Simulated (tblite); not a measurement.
Compound: C7H8NS (doublet state).
Atom-mapped SMILES: `[S:1]=[CH:2][CH2:3][C@H:4]1[CH:5][CH:6]=[N:7][CH:8]=[CH:9]1` (hydrogens: H10 on C2; H11, H12 on C3; H13 on C4; H14 on C5; H15 on C6; H16 on C8; H17 on C9)
Bond orders are those of one Lewis drawing.

Computed with GFN2-xTB (tblite), gas phase: L-BFGS steps from a force-field or distance-geometry start until the largest atomic force falls under 0.01 eV/Å.

Step 28: E = -683.7702 eV
```
atom  x, y, z in Å  |  force x, y, z in eV/Å
S1      1.7924   -2.6625   -0.6304    0.026   0.016  -0.010
C2      2.1445   -1.1532   -0.1491    0.008  -0.020  -0.008
C3      1.3093    0.0122   -0.4665    0.015  -0.017  -0.014
C4      0.3228    0.3310    0.7514    0.011  -0.013   0.000
C5     -0.4524    1.5399    0.3975    0.009  -0.012  -0.011
C6     -1.7951    1.4641    0.1785    0.000   0.008   0.006
N7     -2.5245    0.3514    0.3057   -0.011   0.012  -0.011
C8     -1.8997   -0.7488    0.7382   -0.001   0.007  -0.037
C9     -0.5666   -0.8241    1.0083    0.000   0.003   0.010
H10     2.9929   -0.9932    0.5095    0.004   0.020  -0.010
H11     1.9184    0.9033   -0.6289   -0.011   0.000   0.024
H12     0.6924   -0.1793   -1.3450   -0.017  -0.024   0.016
H13     0.9871    0.5203    1.6068    0.002  -0.013   0.007
H14     0.0874    2.4627    0.2514   -0.010   0.021   0.012
H15    -2.3540    2.3433   -0.1154   -0.017   0.001  -0.009
H16    -2.5380   -1.6143    0.8634   -0.001   0.021   0.033
H17    -0.1239   -1.7408    1.3643   -0.009  -0.009   0.001
```

Step 29: E = -683.7705 eV
```
atom  x, y, z in Å  |  force x, y, z in eV/Å
S1      1.7945   -2.6617   -0.6327    0.029   0.006  -0.008
C2      2.1464   -1.1533   -0.1493    0.005  -0.010  -0.005
C3      1.3095    0.0112   -0.4660    0.017  -0.016  -0.020
C4      0.3228    0.3299    0.7516    0.008   0.010  -0.006
C5     -0.4522    1.5389    0.3971    0.007   0.020  -0.010
C6     -1.7950    1.4647    0.1776   -0.006   0.001   0.010
N7     -2.5245    0.3520    0.3059   -0.020   0.019  -0.017
C8     -1.9003   -0.7481    0.7391   -0.008   0.010  -0.045
C9     -0.5673   -0.8240    1.0087    0.000   0.000   0.009
H10     2.9953   -0.9926    0.5088    0.000   0.016  -0.012
H11     1.9171    0.9031   -0.6296   -0.008   0.000   0.027
H12     0.6932   -0.1819   -1.3445   -0.021  -0.023   0.016
H13     0.9868    0.5198    1.6069    0.004  -0.014   0.009
H14     0.0865    2.4633    0.2537   -0.008   0.004   0.010
H15    -2.3548    2.3440   -0.1167    0.001  -0.014  -0.002
H16    -2.5392   -1.6131    0.8640   -0.001   0.019   0.036
H17    -0.1257   -1.7403    1.3649    0.001  -0.028   0.008
```

Step 30: E = -683.7708 eV
```
atom  x, y, z in Å  |  force x, y, z in eV/Å
S1      1.7981   -2.6606   -0.6361    0.032  -0.012  -0.007
C2      2.1493   -1.1533   -0.1497    0.002   0.006  -0.002
C3      1.3101    0.0096   -0.4655    0.009  -0.009  -0.017
C4      0.3229    0.3285    0.7518    0.000   0.033  -0.011
C5     -0.4519    1.5379    0.3966    0.002   0.049  -0.006
C6     -1.7949    1.4655    0.1768   -0.009  -0.006   0.009
N7     -2.5250    0.3532    0.3057   -0.022   0.021  -0.021
C8     -1.9013   -0.7470    0.7394   -0.011   0.011  -0.043
C9     -0.5685   -0.8238    1.0094   -0.002  -0.003   0.002
H10     2.9986   -0.9913    0.5075   -0.001   0.010  -0.011
H11     1.9151    0.9029   -0.6301   -0.003   0.001   0.026
H12     0.6936   -0.1857   -1.3433   -0.024  -0.020   0.012
H13     0.9865    0.5187    1.6074    0.005  -0.014   0.008
H14     0.0854    2.4642    0.2564   -0.005  -0.016   0.007
H15    -2.3557    2.3446   -0.1184    0.021  -0.027   0.006
H16    -2.5410   -1.6112    0.8655   -0.002   0.016   0.036
H17    -0.1283   -1.7403    1.3660    0.008  -0.039   0.012
```

Step 31: E = -683.7713 eV
```
atom  x, y, z in Å  |  force x, y, z in eV/Å
S1      1.8038   -2.6591   -0.6411    0.036  -0.030  -0.004
C2      2.1531   -1.1532   -0.1504   -0.003   0.021   0.001
C3      1.3107    0.0074   -0.4649   -0.008   0.002  -0.007
C4      0.3230    0.3271    0.7524   -0.011   0.043  -0.011
C5     -0.4514    1.5372    0.3961   -0.005   0.060   0.002
C6     -1.7948    1.4665    0.1763   -0.007  -0.012   0.000
N7     -2.5259    0.3548    0.3049   -0.014   0.014  -0.019
C8     -1.9029   -0.7455    0.7390   -0.009   0.008  -0.027
C9     -0.5702   -0.8236    1.0107   -0.004  -0.006  -0.010
H10     3.0029   -0.9892    0.5056   -0.001   0.002  -0.009
H11     1.9122    0.9028   -0.6301    0.004   0.002   0.019
H12     0.6935   -0.1910   -1.3413   -0.025  -0.014   0.006
H13     0.9864    0.5168    1.6085    0.001  -0.011   0.002
H14     0.0845    2.4651    0.2587    0.001  -0.030   0.005
H15    -2.3564    2.3451   -0.1204    0.038  -0.028   0.013
H16    -2.5437   -1.6084    0.8677   -0.001   0.013   0.031
H17    -0.1318   -1.7408    1.3681    0.008  -0.034   0.009
```

**Question.** Estimate the geometry and energy of step 32. (The exact step hangs on the optimiser's Hessian estimate; all steps are aligned on step 31, rigid shifts and turns removed.)

**Answer.** E = -683.7717 eV, largest force 0.053 eV/Å
```
atom  x, y, z in Å  |  force x, y, z in eV/Å
S1      1.8107   -2.6579   -0.6465    0.040  -0.035   0.001
C2      2.1569   -1.1527   -0.1515   -0.011   0.024   0.002
C3      1.3108    0.0055   -0.4642   -0.025   0.012   0.005
C4      0.3229    0.3263    0.7532   -0.020   0.032  -0.007
C5     -0.4509    1.5372    0.3960   -0.009   0.042   0.013
C6     -1.7946    1.4674    0.1762   -0.001  -0.013  -0.013
N7     -2.5270    0.3566    0.3035    0.001   0.002  -0.012
C8     -1.9047   -0.7440    0.7380   -0.001   0.002  -0.005
C9     -0.5722   -0.8236    1.0120   -0.004  -0.005  -0.021
H10     3.0072   -0.9868    0.5033   -0.001  -0.003  -0.007
H11     1.9090    0.9029   -0.6296    0.009   0.001   0.009
H12     0.6925   -0.1963   -1.3389   -0.023  -0.005   0.000
H13     0.9864    0.5145    1.6099   -0.006  -0.007  -0.008
H14     0.0844    2.4654    0.2593    0.007  -0.031   0.005
H15    -2.3561    2.3451   -0.1220    0.040  -0.014   0.014
H16    -2.5469   -1.6054    0.8700    0.000   0.009   0.022
H17    -0.1355   -1.7420    1.3708    0.002  -0.012   0.001
```

The energy changes by -0.0004 eV. The first-order estimate −F·Δx gives -0.0006 eV and the mean of the old and new forces, exact on a quadratic surface, -0.0004 eV. The step makes an angle of 74° with the force vector and moves no atom by more than 0.009 Å.

What follows is the cost of the whole relaxation. Time: 0.56 s. Hardware: an Arm Neoverse V1 with one thread, shared host with 32 logical CPUs at a one-minute load of 28.
